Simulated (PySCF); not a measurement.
Species: sum formula H2BO2 (charge +1, singlet). 
Structure (B3LYP-D3(BJ)/def2-TZVP (Ansatz) minimum search):
```
B
O 1 1.2570
O 1 1.2570 2 172.98
H 2 0.9699 1 134.72 3 -134.07
H 3 0.9699 1 134.72 2 -134.07
```
Charge +1, spin multiplicity 1.

Dispersion corrections to the total energy (kcal/mol) from the dftd3 and dftd4 libraries through PySCF: D3(BJ) without and D4 with the three-body term, each with the damping fitted for the functional named.

```tsv
functional	D3(BJ)	D4
TPSSh	-1.23	(withheld)
PBE	-1.11	(withheld)
HF	-11.32	-3.52
r2SCAN	-0.28	-0.20
PBE0	-0.92	(withheld)
PW6B95	-0.50	-0.78
BP86	-1.67	-1.07
```

Q: What belongs in the gaps?

A: 
- TPSSh, D4: -1.03
- PBE, D4: -0.84
- PBE0, D4: -0.69
